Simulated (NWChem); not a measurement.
Molecule: C3H8Mg; SMILES C[CH](C)[MgH]

```xyz
12

Mg     0.0273     1.7010     0.0000
H      0.3721     3.3887     0.0000
C     -0.3883    -0.3892     0.0000
C      0.1268    -1.0999    -1.2664
C      0.1268    -1.0999     1.2664
H     -1.4871    -0.4798     0.0000
H     -0.1262    -2.1744    -1.2622
H      1.2208    -1.0416    -1.3573
H     -0.2966    -0.6770    -2.1874
H     -0.2966    -0.6770     2.1874
H     -0.1262    -2.1744     1.2622
H      1.2208    -1.0416     1.3573
```
Atoms are numbered in this order, from 1.

Results from NWChem. Pople sets run with spherical d functions. Coordinates come from a B3LYP/6-31G* (spherical d) optimisation. Total energies of different functionals are on different scales.

| level | energy (Ha) | highest occupied level (eV) | orbital gap (eV) | dipole (D) |
|---|---|---|---|---|
| B3LYP/6-31G* | -319.1821 | -5.76 | 5.21 | 0.62 |
| PBE/6-31G* | -318.8477 | -4.81 | 3.87 | 0.70 |
| B97-D/6-31G* | -319.0582 | -4.78 | 3.91 | 0.67 |
| TPSS/6-31G* | -319.1987 | -4.92 | 4.17 | 0.63 |
| PBE0/6-31G* | -318.8956 | -5.95 | 5.61 | 0.57 |
| revPBE/6-31G* | -319.0696 | -4.76 | 3.90 | 0.68 |
| N12/6-31G* | -319.0947 | -4.64 | 3.86 | 0.62 |
| BP86/6-31G* | -319.1627 | -4.92 | 3.98 | 0.70 |
| HCTH/407/6-31G* | -319.1836 | -4.94 | 3.81 | 0.60 |
| LC-wPBE (HJS exchange hole, range parameter 0.4 per bohr)/6-31G* | -318.9819 | -8.58 | 9.88 | 0.49 |
| LRC-wPBEh/6-31G* | -318.9283 | -7.76 | 8.83 | 0.54 |
